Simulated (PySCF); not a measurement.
## CaCl⁺ from Hartree–Fock to correlated methods

State: ¹Σ⁺ (singlet), closed shell. Set-up: PySCF, no relativity, basis sets Ca def2-SVP, Cl def2-SVP. De refers to Ca⁺ + Cl in their high-spin ground configurations, without counterpoise correction. A positive dipole points towards Cl; it is taken about the centre of mass and depends on that origin.

| Level | Re (Å) | ωe (cm⁻¹) | De (eV) | μ (D) | CPU s a point (SCF and correlation, without the integrals) |
| --- | --- | --- | --- | --- | --- |
| RHF | 2.384 | 442 | 3.05 | -12.28 | 0.029 |
| RHF-MP2 | 2.366 | 442 | 3.82 | n/a | 0.042 |
| RHF-SCS-MP2 | 2.370 | 440 | 3.75 | n/a | n/a |
| RHF-CCSD | 2.371 | 439 | 3.66 | n/a | n/a |
| RHF-CCSD(T) | 2.371 | 437 | 3.72 | n/a | 0.28 |
| PBE | 2.321 | 454 | 4.77 | -9.90 | 0.28 |
| r²SCAN | 2.328 | 459 | 4.77 | -10.53 | 0.38 |
| M06-L | 2.328 | 463 | 5.30 | -10.74 | 0.4 |
| r²SCANh | 2.328 | 461 | 4.67 | -10.70 | 0.41 |
| PBE0 | 2.321 | 461 | 4.54 | -10.56 | 0.55 |
| B2PLYP | 2.343 | 452 | 4.17 | -11.17 | 0.25 |

Task: Which functional lies closest to RHF-CCSD(T) in De, which farthest, and by how much do they differ from it?

Result: Closest is B2PLYP (-2.8 pm in Re, +3.4 % in ωe, +0.45 eV in De against RHF-CCSD(T) in the same basis), farthest M06-L (-4.3 pm in Re, +5.9 % in ωe, +1.58 eV in De). CCSD(T) converges more slowly with the basis than the functionals do and binds too weakly in this one, so the order can change at the basis-set limit.

Task: What does a quarter of exact exchange do here, going from PBE to PBE0?

Result: PBE0 less PBE: +0.0 pm in Re, +1.5 % in ωe, -0.23 eV in De. Exact exchange removes part of the self-interaction that spreads semilocal densities, and in most molecules shortens and stiffens the bond and lowers De; so it does here.

Task: What does the step from GGA to meta-GGA do here, going from PBE to r²SCAN?

Result: r²SCAN less PBE: +0.7 pm in Re, +1.1 % in ωe, +0.00 eV in De. 

Correlated steps freeze 10 core orbitals. Correlated levels converge slowly with the basis: in double zeta they bind strong bonds too weakly, by up to about 1 eV, and carry superposition errors of some tenths. For an ion De counts to the pair picked by the measured ionisation energies or electron affinities, which need not be the lowest pair at this level. Where the molecule has an RHF reference, its open-shell atoms are computed with UHF. B2PLYP dipoles, levels and charges come from its SCF part alone.

The whole job (state search and all levels along the bond) took about 0.68 min on 1 thread of Intel Xeon Platinum 8488C (shared host), peak memory 0.47 GiB.
